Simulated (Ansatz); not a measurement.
Geometry optimisation, Ansatz, UHF/def2-SVP.

input.yaml

```yaml
crystal:
  periodic: [false, false, false]
  atoms:
    - { symbol: B, position_ang: [-0.373906, -1.314268, -0.934266] }
    - { symbol: F, position_ang: [0.38719, -1.254313, -2.072251] }
    - { symbol: "N", position_ang: [-0.043652, -0.147499, -0.09904] }
    - { symbol: C, position_ang: [-0.701421, 0.029076, 1.176674] }
    - { symbol: C, position_ang: [0.986442, 1.013379, -0.420349] }
    - { symbol: H, position_ang: [1.321711, 0.641864, -1.384436] }
    - { symbol: H, position_ang: [-1.156665, -2.177998, -0.700151] }
    - { symbol: H, position_ang: [-1.414918, -0.776257, 1.355709] }
    - { symbol: H, position_ang: [-1.250463, 0.973757, 1.224687] }
    - { symbol: H, position_ang: [0.013282, 0.023973, 2.008366] }
    - { symbol: H, position_ang: [0.459971, 1.961559, -0.4857] }
    - { symbol: H, position_ang: [1.772428, 1.026725, 0.330956] }
magnetization:
  spin_polarized: true
basis:
  gaussian: { orbitals: def2-SVP }
hamiltonian:
  xc: hf
relax:
  f_tol: 0.03
  max_steps: 50
```

Run as:

```bash
$ ansatz run input.yaml --threads 2 --pin off --max-ram 3072MiB --backend cpu --events-out ev --progress --plain --runs-dir out
```

Problem. Where does it end, and by what steps?

Solution. The run converged. After 5 steps the energy has fallen by 0.764 eV; H7 moved furthest, 0.15 Å.

```tsv
step	energy less start (eV)	largest force component (eV/Å)	accepted
0	0.0000	3.993	yes
1	-0.6431	1.398	yes
2	-0.7417	0.352	yes
3	-0.7622	0.134	yes
4	-0.7643	0.055	yes
5	-0.7643	0.018	yes
```

```xyz
12
Properties=species:S:1:pos:R:3
B -0.298 -1.211 -0.937
F 0.341 -1.320 -2.100
N -0.036 -0.132 -0.097
C -0.701 0.032 1.174
C 0.917 0.907 -0.423
H 1.371 0.710 -1.389
H -1.093 -2.059 -0.646
H -1.400 -0.784 1.343
H -1.259 0.972 1.211
H 0.018 0.041 1.999
H 0.430 1.886 -0.463
H 1.711 0.959 0.328
```

Whether the end is a true minimum wasn't checked by a vibrational analysis.

Run time: 5 s on 2 threads of AMD EPYC 9R45 96-Core Processor (Zen 5), on a shared host, peak memory 0.27 GiB.
